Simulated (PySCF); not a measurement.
Ionisation energy of Ce⁵⁶⁺ by level of theory

Ce⁵⁶⁺ 1s2 (1S) → Ce⁵⁷⁺ 1s1 (2S), as a difference of total energies. Computed with PySCF 2.14 in an even-tempered Gaussian basis (15 s from 130 bohr⁻², ratio 2.2; 7 p from 200 bohr⁻², ratio 2.4; 4 d from 600 bohr⁻², ratio 2.4; 3 f from 900 bohr⁻², ratio 2.4; 3 g from 1300 bohr⁻², ratio 2.4), with the non-relativistic Hamiltonian (point nucleus). Correlated levels: nothing frozen; virtual orbitals above 40 to 60 times the deepest correlated orbital energy dropped. The calculations carry no spin-orbit coupling.

```
                 method  ionisation energy (eV)  difference from reference (eV)
                    UHF                 44786.1                         -2054.2
    MP2 (all electrons)                 44787.4                         -2052.9
SCS-MP2 (all electrons)                 44787.6                         -2052.7
   CCSD (all electrons)                 44787.4                         -2052.9
```

Reference: 46840.31 ± 0.05 eV (theoretical estimate listed by NIST; NIST Atomic Spectra Database, ionization energies).

The gap to the reference is mostly relativistic.

With two correlated electrons CCSD is exact in that space.
